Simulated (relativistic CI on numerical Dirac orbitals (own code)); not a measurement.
# What each ingredient does to the levels of Ba⁴⁷⁺

Base calculation: Dirac-Coulomb-Breit CI, orbitals from a KLI potential per configuration, model QED, unscaled Slater integrals.

Configuration list (outside the closed core 1s2): 2s2 2p5, 2s 2p6, 2p6 3s, 2p6 3p, 2p6 3d, 2s2 2p4 3s, 2s2 2p4 3p, 2s2 2p4 3d, 2s 2p5 3s, 2s 2p5 3p, 2s 2p5 3d, 2s2 2p4 4s, 2s2 2p4 4p, 2s2 2p4 4d, 2s2 2p4 4f, 2s 2p5 4s. Levels of other configurations are missing.

The lowest level and the first level of each name with at least 55 % of one term (blank where a level has no safe partner in the second run):

```csv
Level,Base (eV),Shift (eV)
2s2 2p5 2P°_3/2,0.00,0.00
2s2 2p5 2P°_1/2,394.19,-0.07
2s 2p6 2S_1/2,715.38,+0.73
2s2 2p4 3s 4P_5/2,4677.57,+0.25
2s2 2p4 3s 2P_3/2,4685.45,+0.29
2s2 2p4 3s 2S_1/2,4720.56,+3.22
2s2 2p4 3p 2P°_1/2,4808.09,+3.11
2s2 2p4 3p 4D°_7/2,4875.98,-0.19
2s2 2p4 3d 4F_9/2,5006.46,-0.50
2s2 2p4 3d 2D_3/2,5019.02,+1.90
2s2 2p4 3s 4P_3/2,5071.02,+0.02
2s2 2p4 3s 2P_1/2,5077.58,+0.37
2s2 2p4 3s 2D_5/2,5089.78,-0.56
2s2 2p4 3s 2D_3/2,5092.95,+0.34
2s2 2p4 3p 2F°_7/2,5284.78,-0.06
2s 2p5 3s 4P°_5/2,5350.86,-4.48
2s2 2p4 3d 4D_1/2,5367.11,+0.06
2s 2p5 3s 2P°_3/2,5367.18,-2.86
2s2 2p4 3d 4F_5/2,5381.40,+0.02
2s2 2p4 3d 2G_7/2,5390.14,-0.47
2s 2p5 3s 2P°_1/2,5413.74,-3.74
2s2 2p4 3d 2G_9/2,5415.07,-0.49
```

At this charge energies of transitions that change n are usually good to better than 1 %, and those within a shell (Δn = 0) to a few per cent.

Task: One thing was changed in a second run, which moved the levels as shown. Which?
A. Breit term removed
B. QED terms removed
C. one mean potential for all configurations
D. P86 correlation estimate
E. configuration mixing switched off

Result: E. Configuration mixing switched off. Without mixing, levels that were pushed by configurations of the same parity and J return to their single-configuration places.

LS names give the leading component of a level, which can be under half, so a name can repeat, a term be missing and a line seem to break the LS rules.
